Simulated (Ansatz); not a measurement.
Correlation energies of C$_{6}$H$_{16}$F$_{2}$GeN$_{2}$ (`CC(C)[NH][Ge]([F])([F])[NH]C(C)C`) by basis set

```xyz
27

C    -1.4808    1.1370    2.7356
C    -0.5412    1.2418    1.5425
C     0.1996    2.5681    1.5284
N    -1.2285    1.0541    0.2678
Ge   -1.5690   -0.5728   -0.3958
F    -2.4945   -0.2758   -1.8295
F    -2.6131   -1.5889    0.5412
N    -0.0684   -1.5275   -0.5950
C     1.0446   -1.0579   -1.4156
C     0.8531   -1.3661   -2.8940
C     2.3447   -1.6394   -0.8867
H    -0.9364    1.2479    3.6769
H    -1.9944    0.1733    2.7456
H    -2.2402    1.9242    2.6928
H     0.1996    0.4369    1.6149
H    -0.5066    3.3993    1.4327
H     0.8937    2.6154    0.6878
H     0.7596    2.7135    2.4550
H    -1.9397    1.7486    0.0855
H    -0.1988   -2.5292   -0.6249
H     1.0811    0.0308   -1.2918
H    -0.0752   -0.9288   -3.2676
H     1.6828   -0.9754   -3.4886
H     0.8057   -2.4479   -3.0547
H     2.3376   -2.7309   -0.9709
H     3.1997   -1.2681   -1.4562
H     2.4849   -1.3821    0.1645
```

Charge 0, multiplicity 1. Correlated methods include outer-core shells of Ge, which these sets cover unevenly. Scalar relativity is left out up to krypton. All single points use the PBE0-D4/def2-TZVP geometry. It is one conformer, not always the lowest. Frozen core, restricted reference, the Gaussian-basis code of Ansatz.

```json
{"basis": "def2-SVP", "HF (Eh)": "-2619.11583", "MP2 corr.": "-1.80040"}
{"basis": "def2-TZVPP", "HF (Eh)": "-2620.02462", "MP2 corr.": "-2.22502"}
{"basis": "def2-QZVPP", "HF (Eh)": "-2620.09273", "MP2 corr.": "-2.63165"}
```

**Question.** Estimate the CCSD correlation energy and the (T) correction in each basis where they were run (hartree).

**Answer.** 
```
     basis  CCSD corr.       (T)
  def2-SVP    -1.89058  -0.05170
def2-TZVPP    -2.29349  -0.08675
```
